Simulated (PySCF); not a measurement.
## Trend along the fifth-period p block: MF molecules

HF with double-zeta basis sets in PySCF, for the lowest determinant that a PBE0 search found; no spin–orbit coupling. De refers to high-spin ground-configuration atoms. A positive dipole means M(−)F(+).

```json
{"M": "In", "basis": "def2-SVP", "reference": "RHF", "state (unpaired electrons)": "singlet (closed shell)", "Re (Å)": "1.985", "ωe (cm⁻¹)": "580", "De (eV)": "3.52", "μ (D)": "-3.06"}
{"M": "Sn", "basis": "x2c-SVPall", "reference": "UHF", "state (unpaired electrons)": "doublet (π ↑)", "Re (Å)": "1.948", "ωe (cm⁻¹)": "630", "De (eV)": "2.82", "μ (D)": "-3.05"}
{"M": "Sb", "basis": "def2-SVP", "reference": "UHF", "state (unpaired electrons)": "triplet (π ↑↑)", "Re (Å)": "1.931", "ωe (cm⁻¹)": "652", "De (eV)": "1.84", "μ (D)": "-3.06"}
{"M": "Te", "basis": "def2-SVP", "reference": "UHF", "state (unpaired electrons)": "doublet (π ↑)", "Re (Å)": "1.918", "ωe (cm⁻¹)": "673", "De (eV)": "1.16", "μ (D)": "-2.92"}
{"M": "I", "basis": "def2-SVP", "reference": "RHF", "state (unpaired electrons)": "singlet (closed shell)", "Re (Å)": "1.912", "ωe (cm⁻¹)": "689", "De (eV)": "0.50", "μ (D)": "-2.74"}
```

The shortest bond is that of IF (1.912 Å), the longest that of InF (1.985 Å). InF is bound most strongly (3.52 eV) and IF least (0.50 eV).

The rows differ in basis set, which adds steps of its own.

The state changes along the series, so neighbouring rows are not always alike in their bonding.

These are scalar-relativistic numbers at best; spin–orbit coupling would shift them, the dissociation energy most. Where the molecule has an RHF reference, its open-shell atoms are computed with UHF. Hartree–Fock leaves out correlation, which carries a large part of most bond energies and some tenths to 1 eV of ionisation energies. States were picked by a PBE0 search and need not be the measured ground states.
